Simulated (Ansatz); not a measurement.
Reaction (hydrogenolysis of a Ga–N bond): `[NH2][GaH][SeH]` + H₂ → `[GaH2][SeH]` + NH₃

Calculated with Ansatz (gas phase, PBE0-D4/def2-TZVP geometries, no zero-point term in ΔE). CCSD(T)/CBS is the MP2 limit (def2-TZVPP, def2-QZVPP) plus CCSD(T) − MP2 in def2-TZVPP, frozen cores. This one scheme is used for every species. DFT in def2-TZVPP. For Ga, Se outer-core shells are correlated without core-valence functions, which leaves a few kJ/mol of doubt a bond. Scalar relativity is left out up to krypton. Each species was taken in one conformer, which may not be the lowest.

`[NH2][GaH][SeH]`:

Cartesian coordinates in Å:
```
N 0.816 0.214 1.243
Ga -0.184 0.359 -0.257
Se -0.781 -1.667 -1.241
H 1.113 -0.659 1.643
H 1.142 1.005 1.771
H -0.607 1.740 -0.831
H -1.499 -0.992 -2.329
```

H₂:

```xyz
2

H    -0.222   -0.172    0.246
H     0.222    0.172   -0.246
```

`[GaH2][SeH]`:

Cartesian coordinates in Å:
```
Ga 0.124 -0.040 -0.713
Se -0.214 -0.833 1.443
H 0.101 1.502 -0.947
H 0.356 -1.140 -1.795
H -0.367 0.511 2.013
```

NH₃:

```xyz
4

N    -0.051   -0.265   -0.082
H     0.041   -0.194    0.924
H     0.806    0.094   -0.485
H    -0.795    0.364   -0.357
```

(1) Is it downhill or uphill in electronic energy at CCSD(T)/CBS, and by how much? (Best estimate.)

(2) What do these levels give: BLYP-D4, CAM-B3LYP, RPA@PBE/def2-TZVPP, MP2/def2-TZVPP, SCS-MP2/def2-TZVPP, MP2/def2-QZVPP? (Estimate.)

Largest T1 diagnostic among the species: 0.012.

## Answers

(1) Ansatz gave: Uphill: ΔE = +0.28 eV.

(2) Ansatz gave: BLYP-D4 0.25, CAM-B3LYP 0.18, RPA@PBE/def2-TZVPP 0.23, MP2/def2-TZVPP 0.34, SCS-MP2/def2-TZVPP 0.29, MP2/def2-QZVPP 0.35 eV.

Leaving LDA and LC-ωPBE aside and taking each functional with its dispersion term where it has one, the values, not all of them listed here, spread over 0.17 eV, from B97M-V to r2SCAN-D4. LDA lies +0.06 eV from PBE without D4. The D4 term adds +0.07 eV with B3LYP and +0.04 eV with PBE0; it sums over pairs of atoms, weighted by their polarisabilities, and B3LYP, whose exchange is more repulsive, gets the larger term.

B3LYP here is the variant with VWN-RPA as its local correlation; programs differ in this.
